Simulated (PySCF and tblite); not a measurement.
Values are calculated unless marked as measured or tabulated.
System: C2H9SSi (charge +1), numbered as in [CH3:1][S+:2]([CH3:3])[SiH3:4].

For the pyramidal inversion at S2: electronic barrier 16.04 kcal/mol, zero-point change -1.11 kcal/mol, thermal and entropy terms at 298.15 K a further -0.62 kcal/mol (symmetry numbers apart). The minimum is Cs, the saddle C1. Level: revPBE/pcSseg-1 + D3(BJ) on PBE0-D3(BJ)/def2-SVP stationary points, with GFN2-xTB thermal terms. Rates follow Eyring's equation with the number of equivalent paths and no tunnelling. (PySCF 2.14 with density fitting, tblite 0.8.)

**Question.** How many equivalent paths lead out of the minimum?

**Answer.** 2: the symmetry number of the minimum is 1, that of the saddle displaced along its mode 1, and the displaced saddle is chiral while the minimum is not, which doubles the count.

**Question.** Work out the rate at 298.15 K.

**Answer.** ΔG‡ = 14.31 kcal/mol; k_B T/h = 6.2×10¹² s⁻¹; exp(−ΔG‡/RT) = 3.2×10⁻¹¹; times 2 gives k = 401 s⁻¹. Wigner's tunnelling factor for the 255i cm⁻¹ mode would be 1.06.

The ion is treated without a counter-ion.
